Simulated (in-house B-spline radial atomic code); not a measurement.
## RPA and G0W0 on PBEsol: Ga+

Configuration [Ar] 3d10 4s2, mean-field start PBEsol. Computed with an all-electron radial atomic-structure program (B-spline basis): all electrons, non-relativistic, point nucleus, each spin shell either full or empty, empty states to l = 9 with an (l + 1/2)⁻⁴ tail; G0W0 by contour deformation at full frequency.

Command:
```bash
python run_gw.py task.json out
```
Settings (radii: box in bohr, nucleus in fm):
```
Z                        31
electrons                30
configuration            [Ar] 3d10 4s2
hamiltonian              nr
method                   pbesol
lmax                     9
spin_polarised           False
box_radius               23.78
intervals                53
ion_configuration        [Ar] 3d10 4s1
```

Cost of the run: 5.8 s on 1 thread of Arm Neoverse N1, with other jobs on the host.

Energies (hartree):

```json
{"term": "mean-field total", "value": "-1922.91238"}
{"term": "Hartree-Fock functional on these orbitals", "value": "-1923.01916"}
{"term": "direct second order", "value": "-2.8109"}
{"term": "second-order exchange", "value": "0.80463"}
{"term": "SOSEX correction", "value": "0.70684"}
```

Question: What is the RPA correlation energy, and what remains with SOSEX?

Answer: RPA gives -2.2866 hartree (-2.07 eV per electron); RPA + SOSEX gives -1.5798, and the second-order doubles -2.0063 hartree (no singles). SOSEX takes back 31 % of the RPA value.

Quasi-particle levels (eV):

| level | occupied | mean field | Σx - vxc | Σc | QP weight | G0W0 |
| --- | --- | --- | --- | --- | --- | --- |
| 4s | yes | -16.068 | -2.79 | ? | ? | ? |
| 4p | no | -9.079 | 4.31 | -1.35 | 0.925 | -6.118 |

G0W0 = mean field + (Σx - vxc) + Σc, with Σc (partial-wave tail included) taken at the quasi-particle energy. Only the outer levels were computed. Levels of low weight are left out.

Question: Where does G0W0 put 4s?

Answer: At -20.492 eV, with Σc = -1.63 eV and a quasi-particle weight of 0.913. The tabulated removal energy is 20.515 eV (NIST, measured); the calculation leaves out relativity, Breit and QED terms, and what these don't explain is the method's own error.

Question: What does it cost to remove one electron (to [Ar] 3d10 4s1) by differences of total energies, each species on its own start (correlation terms add to the Hartree-Fock functional)?

Answer: PBEsol 20.366 eV, Hartree-Fock functional 18.288 eV, + RPA 20.585 eV, + RPA + SOSEX 20.042 eV, + second order 21.421 eV. Tabulated: 20.515 eV (NIST, measured); the calculation leaves out relativity, Breit and QED terms, and what these don't explain is the method's own error.
